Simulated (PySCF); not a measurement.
InF2, SMILES [F][In][F], multiplicity 2.

Geometry: PBE0-D3(BJ)/def2-TZVP. The multiplicity is an assumed one; other spin states were not compared. The isomer is the one that the SMILES or the coordinates give; other isomers of the formula were not compared. The def2 effective core potentials stand for the cores of In; spin–orbit coupling is left out.

These are PySCF with PBE0-D3(BJ)/def2-TZVP values and carry that method's errors.

Frequencies are harmonic and unscaled.

Problem. Give all harmonic wavenumbers and intensities. (An estimate is asked for; the answer gives what the named calculation found.)

Solution. 
```json
[
 {"mode": "1", "ν (cm⁻¹)": "125", "IR (km/mol)": "20.9", "moving atoms (share of kinetic energy)": "F 84 %, In 16 %"},
 {"mode": "2", "ν (cm⁻¹)": "554", "IR (km/mol)": "40.6", "moving atoms (share of kinetic energy)": "F 91 %, In 9 %"},
 {"mode": "3", "ν (cm⁻¹)": "572", "IR (km/mol)": "109.7", "moving atoms (share of kinetic energy)": "F 81 %, In 19 %"}
]
```
